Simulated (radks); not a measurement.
Results of a calculation; reference values are marked as such.
Task: These are the eigenvalues of the occupied orbitals of an atom or ion with whole-number occupations (eV). Level of theory: Dirac Kohn-Sham, LDA (Slater exchange, Perdew-Wang correlation), spin-unpolarised, spherical densities, point nucleus (a radial shooting solver on a logarithmic mesh with Libxc functionals).

| orbital | eigenvalue |
|---|---|
| 1s1/2 | -90528.35 |
| 2s1/2 | -16314.25 |
| 2p1/2 | -15680.15 |
| 2p3/2 | -13362.33 |
| 3s1/2 | -3994.330 |
| 3p1/2 | -3707.555 |
| 3p3/2 | -3188.662 |
| 3d3/2 | -2717.867 |
| 3d5/2 | -2607.797 |
| 4s1/2 | -973.8369 |
| 4p1/2 | -849.2247 |
| 4p3/2 | -721.0443 |
| 4d3/2 | -518.1548 |
| 4d5/2 | -494.2250 |
| 5s1/2 | -231.5156 |
| 4f5/2 | -230.5756 |
| 4f7/2 | -225.0689 |
| 5p1/2 | -187.8850 |
| 5p3/2 | -162.4732 |
| 5d3/2 | -100.3699 |
| 5d5/2 | -96.9962 |

Which element is it, and in what charge state? The configuration may be excited. Open shells, if any, fill j = l - 1/2 first.

Result: Z = 83, bismuth, charge +6: Bi6+ in [Xe] 4f14 5d9. The list shows which subshells hold electrons but not how many an open one holds; the 1s level, -3326.9 hartree, gives Z - s = 81.6 by -(Z - s)^2/2, which with screening and relativity narrows Z to a few neighbours, and the depths of the outer levels then fix element, charge and occupations together.
